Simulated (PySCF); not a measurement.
Mg₂O, SMILES [Mg][O][Mg] (connectivity only; charge and spin as stated), neutral, multiplicity 1.

Geometry optimised at PBE0-D3(BJ)/def2-TZVP.

Level of theory: IEF-PCM-M06-2X/def2-TZVPD run with PySCF.

The values are the electrostatic part of the solvation free energy, E(continuum) − E(gas) at the gas-phase geometry, in a cavity of scaled van der Waals radii (PySCF's table); cavitation and dispersion terms are not included. A continuum can't describe solvent molecules that bind to the metal. In vacuum the orbital gap is 2.14 eV. The dipole moment in vacuum is 0.00 D.

```json
[
 {"solvent": "water", "ε": "78.36", "ΔG(elec) (kcal/mol)": "-11.9", "dipole (D)": "0.00", "gap (eV)": "2.28"},
 {"solvent": "diethylether", "ε": "4.24", "ΔG(elec) (kcal/mol)": "-7.6", "dipole (D)": "0.00", "gap (eV)": "2.20"},
 {"solvent": "n-hexane", "ε": "1.88", "ΔG(elec) (kcal/mol)": "-3.9", "dipole (D)": "0.00", "gap (eV)": "2.16"}
]
```
